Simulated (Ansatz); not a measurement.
Basis sets compared for LiAl₃⁺ (the lowest doublet isomer of a short search). Total charge 1; doublet. Geometry r2SCAN-D4/def2-TZVP. Ansatz on 4 threads of AMD EPYC 9R45 on a shared host; times are rough, and most runs start from earlier orbitals.

| atom | x (Å) | y (Å) | z (Å) |
| --- | --- | --- | --- |
| Li1 | 1.156 | -1.642 | -0.009 |
| Al2 | 0.272 | 1.006 | 1.224 |
| Al3 | -1.578 | -0.294 | 0.086 |
| Al4 | 0.150 | 0.930 | -1.301 |

The structure comes from a short search, and lower isomers may exist.

```csv
level,functions,energy (Eh),HOMO (eV),LUMO (eV),wall time
PBE-D4/def2-SVP,63,-733.8926,-8.65,-7.84,0.45 s
PBE0-D4/def2-SVP,63,-733.9548,-9.38,-7.22,0.5 s
```

Estimate the rows for PBE-D4/def2-TZVP, PBE0-D4/def2-TZVP.


| level | functions | energy (Eh) | HOMO (eV) | LUMO (eV) | wall time |
| --- | --- | --- | --- | --- | --- |
| PBE-D4/def2-TZVP | 125 | -734.1597 | -8.56 | -7.73 | 0.85 s |
| PBE0-D4/def2-TZVP | 125 | -734.2186 | -9.30 | -7.08 | 1.7 s |
